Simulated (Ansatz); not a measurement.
`CO[SiH2]C` + `[CH3][GeH3]` → `C[SiH2][CH2][GeH3]` + CH₃OH  (formal exchange of groups at the Si–O bond)

Isolated molecules relaxed with PBE0-D4/def2-TZVP in Ansatz; ΔE leaves out vibrations. CCSD(T)/CBS is the MP2 limit (def2-TZVPP, def2-QZVPP) plus CCSD(T) − MP2 in def2-TZVPP, frozen cores. This one scheme is used for every species. For Ge outer-core shells are correlated without core-valence functions, which leaves a few kJ/mol of doubt a bond. Scalar relativity is left out up to krypton. Each species was taken in one conformer, which may not be the lowest.

```json
{"species": "`CO[SiH2]C`", "CCSD(T)/CBS(def2) energy (Eh)": "-445.20896"}
{"species": "`[CH3][GeH3]`", "CCSD(T)/CBS(def2) energy (Eh)": "-2117.76728"}
{"species": "`C[SiH2][CH2][GeH3]`", "CCSD(T)/CBS(def2) energy (Eh)": "-2447.32571"}
{"species": "CH₃OH", "CCSD(T)/CBS(def2) energy (Eh)": "-115.61712"}
```

Task: Work out ΔE.

Result: ΔE = (-2447.32571) + (-115.61712) − (-445.20896) − (-2117.76728) = 0.03341 Eh = +87.7 kJ/mol.

Largest T1 diagnostic among the species: 0.011.

In def2-TZVPP, CCSD(T) changes the Hartree–Fock value by −20.0 kJ/mol (the triples alone add −2.5 kJ/mol) and MP2 by −19.4 kJ/mol. The D4 term adds −5.6 kJ/mol with B3LYP and −3.2 kJ/mol with PBE0; it sums over pairs of atoms, weighted by their polarisabilities, and B3LYP, whose exchange is more repulsive, gets the larger term.

B3LYP here is the variant with VWN-RPA as its local correlation; programs differ in this.
